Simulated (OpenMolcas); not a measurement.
Pd2+ (d8) in a complex was computed by CASSCF with the d shell active (OpenMolcas, ANO-RCC-VDZP on the metal). Its lowest spin-free states, and all those of the highest spin:

| 2S+1 | Degeneracy | E (cm-1) |
| --- | --- | --- |
| 3 | 1 | 0.0 |
| 3 | 3 | 6545 |
| 3 | 3 | 11101 |
| 1 | 2 | 12297 |
| 1 | 3 | 18812 |
| 1 | 1 | 19783 |
| 3 | 3 | 21461 |
| 1 | 3 | 22966 |
| 1 | 2 | 28677 |
| 1 | 3 | 29072 |
| 1 | 1 | 51359 |

Q: Is the site octahedral, tetrahedral or cube-like, axial, or of lower symmetry?

A: The states with 2S+1 = 3 have orbital degeneracies 1, 3, 3, 3. Threefold states need a cubic site. For d8 at this spin an octahedron puts the single A2 below the threefold T2 and a tetrahedron or cube puts the threefold T1 below the threefold T2, so the site is octahedral. The first gap at this spin, 6550 cm-1, is |10Dq| in ligand-field theory. The run had Pd2+ with 6 ligands (chloride) in octahedral coordination (Oh) at 2.62 Å. A charge of +0.667 e stands 2.6 Å behind each ligand. Ligand basis ANO-RCC-VDZP.

Without dynamic correlation the repulsion within the d shell is too large (B by tens of per cent), so at a given field states of lower spin stand too high. Real 4d8 and 5d8 ions are as a rule square planar and diamagnetic. With metal d orbitals alone the field can be off either way by tens of per cent. Ligand-to-metal charge-transfer states are missing. With no ligand orbital active B as a rule stays too high, so bands that hang on it stand too high and its fall with covalency is understated. No measured value stands beside these numbers; the geometry was imposed, not optimised, and the real ion may take another.
